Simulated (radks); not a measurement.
Question: The ruthenium ion Ru4+, configuration [Ar] 3d10 4s2 4p5.5 4d4 5p0.5 (fractional occupations, a model configuration). All-electron calculation, non-relativistic Kohn-Sham, exchange-only r2SCAN, spin-unpolarised, spherical densities, point nucleus; meta-GGA in the generalised Kohn-Sham scheme; relativity is left out, which matters for an element this heavy. Program: a radial shooting solver on a logarithmic mesh with Libxc functionals. Some entries of the table are withheld. Estimate them.

orbital,occ.,eigenvalue (eV),<r^2> (bohr^2),<1/r> (bohr^-1)
1s,2,-21434.44,0.001606,43.48
2s,2,-3088.140,0.02673,9.854
2p,6,-2858.415,0.02032,9.835
3s,2,-594.1740,0.1955,3.465
3p,6,-503.2416,0.1927,3.368
3d,10,-336.9113,0.1756,3.195
4s,2,-127.5785,1.192,1.319
4p,5.5,-99.4788,(1),1.219
4d,4,-54.2720,2.074,0.9834
5s,0,-37.9834,6.645,0.5330
5p,0.5,-30.9970,(2),0.4694
4f,0,-18.1596,10.04,0.4234

Answer: 
(1) 4p <r^2> (bohr^2): 1.373
(2) 5p <r^2> (bohr^2): 8.400
